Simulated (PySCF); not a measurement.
**Fe²⁺: excitation energy**

Fe²⁺ [Ar] 3d6 (5D) → Fe²⁺ [Ar] 3d5 4p1 (7P), as a difference of total energies. Calculation: PySCF 2.14, in dyall-av2z (16s12p7d2f, 101 functions); the non-relativistic Hamiltonian (point nucleus). Correlated levels: valence: [Ar] frozen; virtual orbitals above 40 to 60 times the deepest correlated orbital energy dropped. The calculations carry no spin-orbit coupling.

| method | excitation energy (eV) |
| --- | --- |
| UHF | 8.822 |
| MP2 (valence) | 9.953 |
| SCS-MP2 (valence) | 10.271 |
| CCSD (valence) | 9.900 |
| CCSD(T) (valence) | 9.928 |

Q: How much does correlation contribute at CCSD(T) (valence)?

A: 9.928 − (8.822) = 1.106 eV, measured against UHF.

A first-order spin-orbit estimate (lowest level to lowest level, LS coupling) adds 0.013 eV.
